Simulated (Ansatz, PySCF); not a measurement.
C5H3Cl, SMILES ClC=C=CC#C. Atoms are numbered in the order given.

```xyz
9

C      3.2673    -0.7381     0.7097
C      2.2696    -0.7068     0.0206
C      1.1221    -0.6765    -0.8211
C     -0.1119    -0.4990    -0.3917
C     -1.3386    -0.3371     0.0208
Cl    -2.0977     1.2155     0.1674
H      4.1457    -0.7634     1.3280
H      1.2899    -0.8130    -1.8993
H     -1.9808    -1.1753     0.3081
```

Coordinates come from a PBE0-D3(BJ)/def2-SVP optimisation. The structure was generated by enumeration, and PubChem lists no compound with its InChIKey, so it may never have been made.

Two levels are set side by side: PBE-D3(BJ)/def2-SVP (Ansatz, a first-principles code) and PBE0-D3(BJ)/def2-SVP (Ansatz). Each level has its own optimised geometry; the coordinates shown are those of the second. Frequencies come from the Hessian of PySCF at each geometry. Differences are taken from unrounded values.

```json
[
 {"quantity": "mean bond length (Å)", "PBE0-D3(BJ)": "1.283", "PBE-D3(BJ)": "1.292", "PBE-D3(BJ) minus PBE0-D3(BJ)": "0.010"},
 {"quantity": "bond C1–C2 (Å)", "PBE0-D3(BJ)": "1.213", "PBE-D3(BJ)": "1.226", "PBE-D3(BJ) minus PBE0-D3(BJ)": "0.013"},
 {"quantity": "bond C2–C3 (Å)", "PBE0-D3(BJ)": "1.423", "PBE-D3(BJ)": "1.424", "PBE-D3(BJ) minus PBE0-D3(BJ)": "0.001"},
 {"quantity": "bond C3–C4 (Å)", "PBE0-D3(BJ)": "1.319", "PBE-D3(BJ)": "1.331", "PBE-D3(BJ) minus PBE0-D3(BJ)": "0.012"},
 {"quantity": "bond C4–C5 (Å)", "PBE0-D3(BJ)": "1.304", "PBE-D3(BJ)": "1.313", "PBE-D3(BJ) minus PBE0-D3(BJ)": "0.009"},
 {"quantity": "bond C5–Cl6 (Å)", "PBE0-D3(BJ)": "1.734", "PBE-D3(BJ)": "1.752", "PBE-D3(BJ) minus PBE0-D3(BJ)": "0.018"},
 {"quantity": "bond C1–H7 (Å)", "PBE0-D3(BJ)": "1.074", "PBE-D3(BJ)": "1.081", "PBE-D3(BJ) minus PBE0-D3(BJ)": "0.007"},
 {"quantity": "bond C3–H8 (Å)", "PBE0-D3(BJ)": "1.100", "PBE-D3(BJ)": "1.109", "PBE-D3(BJ) minus PBE0-D3(BJ)": "0.010"},
 {"quantity": "bond C5–H9 (Å)", "PBE0-D3(BJ)": "1.094", "PBE-D3(BJ)": "1.103", "PBE-D3(BJ) minus PBE0-D3(BJ)": "0.008"},
 {"quantity": "highest harmonic wavenumber (cm⁻¹)", "PBE0-D3(BJ)": "3489", "PBE-D3(BJ)": "3406", "PBE-D3(BJ) minus PBE0-D3(BJ)": "-82"},
 {"quantity": "mean harmonic wavenumber (cm⁻¹)", "PBE0-D3(BJ)": "1195", "PBE-D3(BJ)": "1148", "PBE-D3(BJ) minus PBE0-D3(BJ)": "-47"},
 {"quantity": "zero-point energy (kcal/mol)", "PBE0-D3(BJ)": "35.89", "PBE-D3(BJ)": "34.47", "PBE-D3(BJ) minus PBE0-D3(BJ)": "-1.42"}
]
```

Exact exchange shortens and stiffens bonds; PBE has none. Differences between two approximate levels are no errors against the true value.
